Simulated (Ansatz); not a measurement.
Breaking a bond: B2, triplet.

Levels of theory: UKS-PBE = unrestricted PBE/cc-pVTZ (Ansatz, a first-principles code); UKS-CAM-B3LYP = Ansatz with unrestricted CAM-B3LYP/cc-pVTZ; FCI = full CI/cc-pVTZ, frozen core (Ansatz).

Energies relative to the lowest point of each curve near equilibrium, in kJ/mol; the last columns give the error against full CI:

| R / Å | UKS-PBE | UKS-CAM-B3LYP | FCI | UKS-PBE − FCI | UKS-CAM-B3LYP − FCI |
|---|---|---|---|---|---|
| 1.21 | 306.9 | 274.4 | 331.2 | -24.3 | -56.8 |
| 1.31 | 136.7 | 112.9 | 152.7 | -15.9 | -39.7 |
| 1.38 | 66.9 | 49.3 | 77.9 | -11.0 | -28.6 |
| 1.44 | 30.1 | 17.9 | 37.5 | -7.4 | -19.6 |
| 1.52 | 5.3 | 0.1 | 8.6 | -3.3 | -8.4 |
| 1.58 | 0.0 | 0.0 | 0.6 | -0.6 | -0.6 |
| 1.61 | 0.5 | 3.1 | 0.0 | 0.5 | 3.1 |
| 1.64 | 2.8 | 7.8 | 1.2 | 1.6 | 6.6 |
| 1.70 | 11.4 | 21.3 | 8.1 | 3.3 | 13.2 |
| 1.77 | 26.3 | 32.0 | 21.6 | 4.7 | 10.4 |

UKS-PBE is furthest from FCI at 1.21 (-24.3 kJ/mol, below); its mean absolute error over the points is 7.3 kJ/mol.

UKS-CAM-B3LYP is furthest from FCI at 1.21 (-56.8 kJ/mol, below); its mean absolute error over the points is 18.7 kJ/mol.

The scan ran from 1.21 to 6.53 Å; beyond the distances shown full CI changes its symmetry label. The unrestricted determinant behind UKS-PBE is spin-contaminated at 1.21 to 1.77 Å (<S²> up to 2.8, against 2.00 for a pure triplet). The unrestricted solution behind UKS-CAM-B3LYP changes between 1.70 and 1.77 Å, which can leave a kink. The unrestricted determinant behind UKS-CAM-B3LYP is spin-contaminated at 1.21 to 1.70 Å (<S²> up to 2.9, against 2.00 for a pure triplet). Also computed but left out beside FCI, since their determinant holds another spin at the minimum (<S²> over 0.7 above the pure value): UHF, UMP2, UCCSD, UCCSD(T), UHF/STO-3G.
